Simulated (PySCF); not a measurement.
**Zr⁺ (zirconium, charge +1): wB97M-V calculation**

Configuration: [Kr] 4d2 5p1, one real determinant (an excited configuration). Computed with PySCF 2.14 in def2-TZVPPD with the def2 core potential (28 electrons) (6s4p3d2f1g, 56 functions), with scalar relativity through the core potential.

* Total energy: -46.4426 hartree
* One-electron energy: -74.3614 hartree
* Hartree (Coulomb) energy: 33.4612 hartree
* Exchange-correlation energy: -5.5424 hartree
* ⟨S²⟩: 3.7507
* ⟨L²⟩: 13.928
* Sum of ⟨r⟩: 19.30 bohr
* Sum of ⟨r²⟩: 47.62 bohr²
* Traceless quadrupole moment −½Σ⟨3z² − r²⟩ along its main axis: -8.46 e·bohr²

| shell | electrons | mean orbital energy (hartree) | spread (hartree) | rms radius, mean of both spins (bohr) |
| --- | --- | --- | --- | --- |
| 4s α | 1 | -2.56959 | 0 | 1.30 |
| 4s β | 1 | -2.52986 | 0 | 1.30 |
| 4p α | 3 | -1.69809 | 0.00844 | 1.47 |
| 4p β | 3 | -1.64314 | 0.01131 | 1.47 |
| 4d α | 2 | -0.56279 | 0.00432 | 2.30 |
| 5p α | 1 | -0.33092 | 0 | 4.56 |

⟨L²⟩ = 13.93 against 20 for a pure G term, so this real determinant mixes terms. Energies and moments cover only the electrons outside the core potential.
